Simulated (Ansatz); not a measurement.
Relaxation of FGe$_{2}$H$_{7}$S (11 atoms, charge 0, multiplicity 1), to a largest force component of 0.03 eV/Å in at most 50 steps.

Level of theory: Ansatz, RKS BHLYP/def2-SVP.

```xyz
11
Properties=species:S:1:pos:R:3
Ge -0.470 0.110 -0.506
Ge -0.256 -0.266 3.079
H -0.779 -0.988 4.329
H 1.021 -0.969 2.613
H 0.005 1.201 3.417
F 0.568 1.002 0.572
H -0.137 0.667 -1.884
H -0.147 -1.365 -0.298
S -2.614 0.591 -0.095
H -2.843 -0.502 0.643
H -1.356 -0.356 1.997
```

**Question.** Where does it end, and by what steps?

**Answer.** The run converged. After 19 steps the energy has fallen by 0.261 eV; H8 moved furthest, 0.83 Å.

```json
{"step": "0", "energy less start (eV)": "0.0000", "largest force component (eV/Å)": "0.547", "accepted": "yes"}
{"step": "1", "energy less start (eV)": "-0.1625", "largest force component (eV/Å)": "0.243", "accepted": "yes"}
{"step": "2", "energy less start (eV)": "-0.2252", "largest force component (eV/Å)": "0.147", "accepted": "yes"}
{"step": "3", "energy less start (eV)": "-0.2430", "largest force component (eV/Å)": "0.237", "accepted": "yes"}
{"step": "4", "energy less start (eV)": "-0.2018", "largest force component (eV/Å)": "0.549", "accepted": "no"}
{"step": "5", "energy less start (eV)": "-0.2538", "largest force component (eV/Å)": "0.115", "accepted": "yes"}
{"step": "6", "energy less start (eV)": "-0.2556", "largest force component (eV/Å)": "0.065", "accepted": "yes"}
{"step": "7", "energy less start (eV)": "-0.2574", "largest force component (eV/Å)": "0.071", "accepted": "yes"}
{"step": "8", "energy less start (eV)": "-0.2584", "largest force component (eV/Å)": "0.042", "accepted": "yes"}
{"step": "9", "energy less start (eV)": "-0.2590", "largest force component (eV/Å)": "0.050", "accepted": "yes"}
{"step": "10", "energy less start (eV)": "-0.2593", "largest force component (eV/Å)": "0.036", "accepted": "yes"}
{"step": "11", "energy less start (eV)": "-0.2595", "largest force component (eV/Å)": "0.037", "accepted": "yes"}
{"step": "12", "energy less start (eV)": "-0.2592", "largest force component (eV/Å)": "0.092", "accepted": "no"}
{"step": "13", "energy less start (eV)": "-0.2597", "largest force component (eV/Å)": "0.032", "accepted": "yes"}
{"step": "14", "energy less start (eV)": "-0.2599", "largest force component (eV/Å)": "0.058", "accepted": "yes"}
{"step": "15", "energy less start (eV)": "-0.2600", "largest force component (eV/Å)": "0.055", "accepted": "yes"}
{"step": "16", "energy less start (eV)": "-0.2603", "largest force component (eV/Å)": "0.054", "accepted": "yes"}
{"step": "17", "energy less start (eV)": "-0.2604", "largest force component (eV/Å)": "0.047", "accepted": "yes"}
{"step": "18", "energy less start (eV)": "-0.2605", "largest force component (eV/Å)": "0.038", "accepted": "yes"}
{"step": "19", "energy less start (eV)": "-0.2606", "largest force component (eV/Å)": "0.024", "accepted": "yes"}
```

```xyz
11
Properties=species:S:1:pos:R:3
Ge -0.562 0.134 -0.893
Ge -0.162 -0.309 3.504
H -0.460 -0.735 4.948
H 1.181 -0.899 3.079
H -0.135 1.215 3.427
F 0.393 0.505 0.516
H -0.021 1.005 -2.019
H -0.401 -1.368 -1.089
S -2.654 0.724 -0.532
H -2.913 -0.284 0.315
H -1.277 -0.860 2.608
```

Run time: 74 s on 4 threads of Intel(R) Xeon(R) Platinum 8259CL CPU @ 2.50GHz (Skylake/Cascade Lake), with other jobs on the host, peak memory 0.41 GiB.
